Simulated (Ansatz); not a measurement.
Start from `F[CH2][InH2]` and change one atom or group to get `FCF`.

Ansatz, PBE0-D4/def2-TZVP geometries, multiplicity 1. 

Elements past krypton have def2 core potentials.

```tsv
property	`F[CH2][InH2]`
HOMO energy (ωB97M-V/def2-TZVPP) / eV	-9.56
zero-point energy (PBE0-D4/def2-TZVP) / kJ/mol	105.3
LUMO energy (PBE/def2-TZVPP) / eV	-2.52
HOMO energy (PBE/def2-TZVPP) / eV	-6.07
LUMO energy (PBE0/def2-TZVPP) / eV	-1.79
HOMO–LUMO gap (B3LYP/def2-TZVPP) / eV	5.07
```

Problem. Give the same properties after the change, and the shifts. (Best estimate.)

Solution. Ansatz gave: 
```csv
property,`FCF`,shift
HOMO energy (ωB97M-V/def2-TZVPP) / eV,-12.34,-2.78
zero-point energy (PBE0-D4/def2-TZVP) / kJ/mol,86.4,-18.9
LUMO energy (PBE/def2-TZVPP) / eV,0.93,3.45
HOMO energy (PBE/def2-TZVPP) / eV,-8.03,-1.96
LUMO energy (PBE0/def2-TZVPP) / eV,1.77,3.56
HOMO–LUMO gap (B3LYP/def2-TZVPP) / eV,11.03,5.96
```

With PBE0 the HOMO falls by 2.53 eV and the LUMO rises by 3.56 eV, so the gap widens by about 6.09 eV. PBE moves the HOMO by -1.96 eV and ωB97M-V by -2.78 eV. The zero-point energy changes by -18.9 kJ/mol with -6 modes.

B3LYP here is the variant with VWN-RPA as its local correlation; programs differ in this.
